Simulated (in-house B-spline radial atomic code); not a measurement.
**RPA and G0W0 on SCAN: Zr⁷⁺**

Configuration [Ar] 3d10 4s2 4p3, highest spin, mean-field start SCAN. Computed with a B-spline radial code for spherical atoms: all electrons, scalar-relativistic (spin-free one-electron X2C), finite nucleus, each spin shell either full or empty, empty states to l = 9 with an (l + 1/2)⁻⁴ tail; G0W0 by contour deformation at full frequency.

Command:
```bash
python run_gw.py task.json out
```
Settings (radii: box in bohr, nucleus in fm):
```
Z                        40
electrons                33
configuration            [Ar] 3d10 4s2 4p3
hamiltonian              x2c
method                   scan,scan
lmax                     9
rms_radius               4.2694
spin_polarised           True
box_radius               8.41
intervals                66
```

Cost of the run: 4.4 s on 1 thread of Arm Neoverse N1 (shared host).

Energies (hartree):

```json
{"term": "mean-field total", "value": "-3585.03866"}
{"term": "Hartree-Fock functional on these orbitals", "value": "-3582.99197"}
{"term": "direct second order", "value": "-2.7851"}
{"term": "second-order exchange", "value": "0.81727"}
{"term": "SOSEX correction", "value": "0.76406"}
```

Problem. What is the RPA correlation energy, and what remains with SOSEX?

Solution. RPA gives -2.4899 hartree (-2.05 eV per electron); RPA + SOSEX gives -1.7259, and the second-order doubles -1.9678 hartree (no singles). SOSEX takes back 31 % of the RPA value.

Quasi-particle levels (eV):

| level | occupied | mean field | Σx - vxc | Σc | QP weight | G0W0 |
| --- | --- | --- | --- | --- | --- | --- |
| 4p up | yes | -127.06 | -7.80 | ? | ? | ? |
| 4s down | yes | -145.85 | -5.28 | -3.21 | 0.966 | -154.34 |
| 3d down | yes | -281.50 | -23.87 | 5.10 | 0.944 | -300.28 |
| 4p down | no | -120.34 | 9.97 | -3.02 | 0.964 | -113.39 |

G0W0 = mean field + (Σx - vxc) + Σc, with Σc (partial-wave tail included) taken at the quasi-particle energy. Only the outer levels were computed. Levels of low weight are left out.

Problem. Where does G0W0 put 4p up?

Solution. At -135.45 eV, with Σc = -0.60 eV and a quasi-particle weight of 0.964. The tabulated removal energy is 133.7 ± 0.5 eV (NIST, semi-empirical); the calculation leaves out spin-orbit coupling, Breit and QED terms, and what these don't explain is the method's own error.
